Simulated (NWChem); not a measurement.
System: C$_{2}$H$_{6}$FNSi; SMILES FC/N=C\[SiH3]

Here is an NWChem input.

```
start job
memory heap 200 mb stack 900 mb global 1100 mb
geometry units angstroms
  F      0.885828     1.057916     0.723242
  C      1.661432     0.003530     0.237973
  N      0.973334    -1.009162    -0.430183
  C     -0.274079    -1.023553    -0.615711
  Si    -1.610004     0.237144    -0.095866
  H      2.179038    -0.423170     1.104914
  H      2.397450     0.450543    -0.444252
  H     -0.609461    -1.904091    -1.159398
  H     -1.351294     1.516631    -0.743374
  H     -2.860697    -0.340247    -0.599530
  H     -1.648075     0.329419     1.361654
end
basis spherical
  * library def2-svp
end
dft
  xc pbe0
  iterations 150
end
driver
  maxiter 120
end
task dft optimize
task dft freq
```

The level has its own optimisation; frequencies are unscaled. Brackets give each atom's bonded neighbours.

Q: Give the results of this calculation. (PBE0/def2-SVP.) Quantities: r C–F (Å); r C–N [C(FHHN)–N(CC)] (Å); r C–H [C(FHHN)–H(C)] (Å); r C–N [C(HNSi)–N(CC)] (Å); highest harmonic frequency (cm⁻¹); lowest (cm⁻¹); zero-point energy (kcal/mol); dipole (D).

A: 
```json
{
  "r C–F (Å)": "1.386",
  "r C–N [C(FHHN)–N(CC)] (Å)": "1.405",
  "r C–H [C(FHHN)–H(C)] (Å)": "1.104",
  "r C–N [C(HNSi)–N(CC)] (Å)": "1.271",
  "highest harmonic frequency (cm⁻¹)": "3124",
  "lowest (cm⁻¹)": "119",
  "zero-point energy (kcal/mol)": "48.6",
  "dipole (D)": "0.67"
}
```
